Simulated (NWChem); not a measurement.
System: GeH$_{3}$SeI; SMILES [GeH3][Se]I

Input file for NWChem:

```
start job
memory heap 200 mb stack 900 mb global 1100 mb
geometry units angstroms noautoz
  Se     1.138806    -0.451812     0.015689
  I     -0.246582     1.672417    -0.021032
  Ge    -0.680006    -1.969634     0.003278
  H     -0.003951    -3.351999     0.026389
  H     -1.542126    -1.749439     1.254659
  H     -1.505045    -1.773953    -1.276869
end
basis spherical
  * library def2-svp
end
ecp
  I library def2-ecp
end
dft
  xc rpbe cpbe96
  iterations 150
  mulliken
end
task dft energy
```

Parts of the log:

```
             Northwest Computational Chemistry Package (NWChem) 7.3.0
             --------------------------------------------------------

 CS  symmetry detected

                             Geometry "geometry" -> ""
                             -------------------------

 Output coordinates in angstroms (scale by  1.889725989 to convert to a.u.)

  No.       Tag          Charge          X              Y              Z
 ---- ---------------- ---------- -------------- -------------- --------------
    1 Se                  34.0000     1.14186486    -0.45570366     0.00000000
    2 I                   53.0000    -0.28800260     1.63916537     0.00000000
    3 Ge                  32.0000    -0.64481736    -2.01126831     0.00000000
    4 H                    1.0000     0.06024335    -3.37926009     0.00000000
    5 H                    1.0000    -1.49267777    -1.82099723     1.26595743
    6 H                    1.0000    -1.49267777    -1.82099723    -1.26595743

 Effective nuclear repulsion energy (a.u.)     934.3504493452

      Symmetry information
      --------------------

 Group name             Cs
 Group number              2
 Group order               2
 No. of unique centers     5

 Summary of "ao basis" -> "ao basis" (spherical)
 ------------------------------------------------------------------------------
       Tag                 Description            Shells   Functions and Types
 ---------------- ------------------------------  ------  ---------------------
 Se                         def2-svp                12       32   5s4p3d
 I                          def2-svp                10       26   4s4p2d
 Ge                         def2-svp                12       32   5s4p3d
 H                          def2-svp                 3        5   2s1p

      Symmetry analysis of basis
      --------------------------

        a'         71
        a"         34

            General Information
            -------------------
          SCF calculation type: DFT
          Wavefunction type:  closed shell.
          No. of atoms     :     6
          No. of electrons :    94
           Alpha electrons :    47
            Beta electrons :    47
          Charge           :     0
          Spin multiplicity:     1
          Use of symmetry is: on ; symmetry adaption is: on
          Maximum number of iterations: 150
          AO basis - number of functions:   105
                     number of shells:    43
          Convergence on energy requested:  1.00D-06
          Convergence on density requested:  1.00D-05
          Convergence on gradient requested:  5.00D-04

              XC Information
              --------------
                          RPBE Exchange Functional  1.000
            Perdew 1991 LDA Correlation Functional  1.000 local
           PerdewBurkeErnz. Correlation Functional  1.000 non-local

             Grid Information
             ----------------
          Grid used for XC integration:  medium
          Radial quadrature: Mura-Knowles
          Angular quadrature: Lebedev.
          Tag              B.-S. Rad. Rad. Pts. Rad. Cut. Ang. Pts.
          ---              ---------- --------- --------- ---------
          Se                  1.15      112          10.0       590
          I                   1.40      123          12.0       590
          Ge                  1.25      112          11.0       590
          H                   0.35       45          13.0       434
          Grid pruning is: on
          Number of quadrature shells:   437
          Spatial weights used:  Erf1

      Superposition of Atomic Density Guess
      -------------------------------------

 Sum of atomic energies:       -4823.18023251

      Non-variational initial energy
      ------------------------------

 Total energy =   -4773.266623
 1-e energy   =   -7947.237044
 2-e energy   =    2578.104569
 HOMO         =      -0.248277
 LUMO         =      -0.086735

      Symmetry analysis of molecular orbitals - initial
      -------------------------------------------------

  Numbering of irreducible representations:

     1 a'          2 a"

  Orbital symmetries:

     1 a'          2 a'          3 a'          4 a'          5 a'
     6 a"          7 a'          8 a'          9 a"         10 a'
    11 a'         12 a'         13 a'         14 a'         15 a'
    16 a"         17 a'         18 a'         19 a"         20 a'
    21 a"         22 a'         23 a'         24 a'         25 a"
    26 a'         27 a"         28 a'         29 a'         30 a"
    31 a'         32 a"         33 a"         34 a'         35 a'
    36 a'         37 a"         38 a'         39 a'         40 a'
    41 a'         42 a"         43 a'         44 a'         45 a"
    46 a'         47 a"         48 a'         49 a'         50 a'
    51 a"         52 a'         53 a'         54 a'         55 a'
    56 a"         57 a'

     ---------------------------------------------
      Total Density - Mulliken Population Analysis
     ---------------------------------------------

    Atom       Charge   Shell Charges
 -----------   ------   -------------------------------------------------------
    1 Se  34    34.20   2.00  2.00  2.00  1.34  0.57  6.00  5.98  1.79  2.48  8.20  1.75  0.09
    2 I   25    25.10   1.83  0.22  1.23  0.67  2.93  3.12  2.51  2.55  9.83  0.20
    3 Ge  32    31.50   2.00  2.00  2.00  1.05  0.25  6.00  5.98  1.14  0.99  8.13  1.81  0.15
    4 H    1     1.07   0.67  0.38  0.01
    5 H    1     1.07   0.68  0.38  0.01
    6 H    1     1.07   0.68  0.38  0.01

   convergence    iter        energy       DeltaE   RMS-Dens  Diis-err
 ---------------- ----- ----------------- --------- --------- ---------
 d= 0,ls=0.0,diis     1  -4777.3077851774 -5.37D+03  1.11D-02  4.07D-01
 d= 0,ls=0.0,diis     2  -4777.3220837137 -1.43D-02  6.90D-03  1.84D-01
 d= 0,ls=0.0,diis     3  -4777.3427705727 -2.07D-02  3.52D-03  6.78D-02
 d= 0,ls=0.0,diis     4  -4777.3539722867 -1.12D-02  1.37D-03  1.37D-02
 d= 0,ls=0.0,diis     5  -4777.3557737537 -1.80D-03  3.97D-04  1.30D-03
  Resetting Diis
 d= 0,ls=0.0,diis     6  -4777.3559831812 -2.09D-04  6.34D-05  6.81D-05
 d= 0,ls=0.0,diis     7  -4777.3559894846 -6.30D-06  5.48D-05  3.74D-06
 d= 0,ls=0.0,diis     8  -4777.3559879725  1.51D-06  3.82D-05  1.18D-05
 d= 0,ls=0.0,diis     9  -4777.3559901458 -2.17D-06  7.38D-06  4.30D-07
 d= 0,ls=0.0,diis    10  -4777.3559902063 -6.05D-08  1.83D-06  2.93D-08

         Total DFT energy =    -4777.355990206275
      One electron energy =    -7946.261584160251
           Coulomb energy =     2762.401214155516
    Exchange-Corr. energy =     -189.361472105853
 Nuclear repulsion energy =      595.865851904313

 Numeric. integr. density =       93.999972289899

                  Occupations of the irreducible representations
                  ----------------------------------------------

                     irrep           alpha         beta
                     --------     --------     --------
                     a'               33.0         33.0
                     a"               14.0         14.0

                       DFT Final Molecular Orbital Analysis
                       ------------------------------------

 Vector   45  Occ=2.000000D+00  E=-2.620629D-01  Symmetry=a"
              MO Center=  7.9D-02,  7.6D-01,  1.2D-16, r^2= 3.6D+00
   Bfn.  Coefficient  Atom+Function         Bfn.  Coefficient  Atom+Function
  ----- ------------  ---------------      ----- ------------  ---------------
    45      0.481179  2 I  pz                48      0.410212  2 I  pz
    17      0.307501  1 Se pz                14      0.270577  1 Se pz
    42     -0.195151  2 I  pz                11     -0.173622  1 Se pz
    39     -0.158420  2 I  pz                96     -0.102156  5 H  s
   101      0.102156  6 H  s                 72     -0.074081  3 Ge pz

 Vector   46  Occ=2.000000D+00  E=-2.335853D-01  Symmetry=a'
              MO Center= -1.4D-01,  1.1D+00,  4.2D-14, r^2= 3.6D+00
   Bfn.  Coefficient  Atom+Function         Bfn.  Coefficient  Atom+Function
  ----- ------------  ---------------      ----- ------------  ---------------
    43      0.487749  2 I  px                46      0.434284  2 I  px
    44      0.301719  2 I  py                47      0.277518  2 I  py
    40     -0.196467  2 I  px                12     -0.162597  1 Se px
    15     -0.160241  1 Se px                37     -0.159102  2 I  px
    41     -0.121538  2 I  py                62      0.115762  3 Ge s

 Vector   47  Occ=2.000000D+00  E=-1.988949D-01  Symmetry=a"
              MO Center=  5.1D-01,  2.3D-01,  7.1D-17, r^2= 3.8D+00
   Bfn.  Coefficient  Atom+Function         Bfn.  Coefficient  Atom+Function
  ----- ------------  ---------------      ----- ------------  ---------------
    17      0.509798  1 Se pz                14      0.422789  1 Se pz
    45     -0.391119  2 I  pz                48     -0.366805  2 I  pz
    11     -0.265971  1 Se pz                42      0.156240  2 I  pz
    39      0.126143  2 I  pz                97     -0.102721  5 H  s
   102      0.102721  6 H  s                  8      0.086295  1 Se pz

 Vector   48  Occ=0.000000D+00  E=-1.276647D-01  Symmetry=a'
              MO Center=  3.6D-01,  5.2D-01,  2.1D-13, r^2= 4.4D+00
   Bfn.  Coefficient  Atom+Function         Bfn.  Coefficient  Atom+Function
  ----- ------------  ---------------      ----- ------------  ---------------
    47      0.515812  2 I  py                16      0.498028  1 Se py
    15     -0.403239  1 Se px                44      0.378658  2 I  py
    46     -0.343486  2 I  px                13      0.325883  1 Se py
     5      0.255995  1 Se s                 43     -0.250888  2 I  px
    12     -0.233583  1 Se px                35     -0.221765  2 I  s

 Vector   49  Occ=0.000000D+00  E=-4.178029D-02  Symmetry=a'
              MO Center= -1.2D-01, -1.4D+00,  1.2D-14, r^2= 4.6D+00
   Bfn.  Coefficient  Atom+Function         Bfn.  Coefficient  Atom+Function
  ----- ------------  ---------------      ----- ------------  ---------------
    74      0.680488  3 Ge py                15      0.583364  1 Se px
    62      0.567435  3 Ge s                 16      0.512291  1 Se py
    73      0.513522  3 Ge px                 5     -0.477572  1 Se s
    63      0.453649  3 Ge s                 61     -0.253888  3 Ge s
    71      0.245470  3 Ge py                 4     -0.240173  1 Se s

 Vector   50  Occ=0.000000D+00  E= 1.354862D-02  Symmetry=a'
              MO Center= -8.8D-01, -2.3D+00, -4.3D-14, r^2= 4.0D+00
   Bfn.  Coefficient  Atom+Function         Bfn.  Coefficient  Atom+Function
  ----- ------------  ---------------      ----- ------------  ---------------
    62      0.979919  3 Ge s                 92     -0.920985  4 H  s
    63      0.820302  3 Ge s                 97     -0.766664  5 H  s
   102     -0.766664  6 H  s                 74     -0.634870  3 Ge py
    73     -0.488353  3 Ge px                61     -0.368353  3 Ge s
    91     -0.210826  4 H  s                  5      0.187162  1 Se s

     ---------------------------------------------
      Total Density - Mulliken Population Analysis
     ---------------------------------------------

    Atom       Charge   Shell Charges
 -----------   ------   -------------------------------------------------------
    1 Se  34    34.18   2.00  2.00  1.99  1.48  0.47  6.00  5.97  1.92  2.28  8.16  1.77  0.15
    2 I   25    25.01   1.83  0.22  1.38  0.54  2.94  3.11  2.57  2.37  9.79  0.25
    3 Ge  32    31.71   2.00  2.00  1.99  1.22  0.13  6.00  5.98  1.41  0.87  8.07  1.81  0.22
    4 H    1     1.04   0.72  0.31  0.01
    5 H    1     1.03   0.72  0.30  0.01
    6 H    1     1.03   0.72  0.30  0.01

     -------------------------------------------
      Total Density - Lowdin Population Analysis
     -------------------------------------------

    Atom       Charge   Shell Charges
 -----------   ------   -------------------------------------------------------
    1 Se  34    34.03   2.00  2.00  1.96  1.14  0.67  5.99  5.80  2.01  2.36  7.82  2.04  0.24
    2 I   25    24.99   1.25  0.74  1.10  0.83  2.77  3.18  2.49  2.58  9.48  0.58
    3 Ge  32    31.84   2.00  2.00  1.94  0.79  0.36  5.99  5.82  1.43  1.23  7.78  2.04  0.46
    4 H    1     1.05   0.61  0.41  0.03
    5 H    1     1.05   0.61  0.41  0.03
    6 H    1     1.05   0.61  0.41  0.03

     Multipole analysis of the density
     ---------------------------------

     L   x y z        total         alpha         beta         nuclear
     -   - - -        -----         -----         ----         -------
     0   0 0 0     -0.000000    -47.000000    -47.000000     94.000000

     1   1 0 0     -0.308370     -7.773629     -7.773629     15.238888
     1   0 1 0     -0.452113     43.139971     43.139971    -86.732055
     1   0 0 1     -0.000000     -0.000000     -0.000000      0.000000

     2   2 0 0    -47.022956   -138.088692   -138.088692    229.154427
     2   1 1 0     -0.454773    -31.009076    -31.009076     61.563379
     2   1 0 1      0.000000      0.000000      0.000000      0.000000
     2   0 2 0    -44.106607   -417.959497   -417.959497    791.812386
     2   0 1 1      0.000000      0.000000      0.000000      0.000000
     2   0 0 2    -49.309512    -30.377916    -30.377916     11.446320
```

Level: RPBE/def2-SVP with def2 effective core potentials on I. Coordinates come from a PBE0/def2-SVP optimisation. Not confirmed as a minimum by frequencies. def2 effective core potentials on I; no spin-orbit coupling.
